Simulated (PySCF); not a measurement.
Computed IR spectrum (relative IR intensity) of a molecule C4H11NSi. The structure is a stationary point at PBE-D3(BJ)/def2-SVP. The values are those of a single conformer. These are PBE-D3(BJ)/def2-SVP in PySCF 2.14.0 values and carry that method's errors. Frequencies are harmonic and unscaled.

Lines under 2 % of the strongest are left out, and lines within 2 cm⁻¹ are merged.

```tsv
ν (cm⁻¹)	relative intensity
493	2.3
623	11
682	6.0
713	11
740	22
843	7.8
849	12
869	6.3
877	16
893	66
928	50
1195	9.9
1212	6.3
1317	3.7
1323	16
1379	3.8
1397	6.5
1411	5.9
1722	100
2077	55
2155	39
2967	5.8
3042	3.9
```

### Question
Pick the molecule that these values belong to.
(A) C[C@@H]1C[C@]1(N)[SiH3]
(B) C/C(=C/[SiH3])CN
(C) C[SiH2]N=C(C)C
(D) CC(C)=NC[SiH3]

### Answer
C, C[SiH2]N=C(C)C
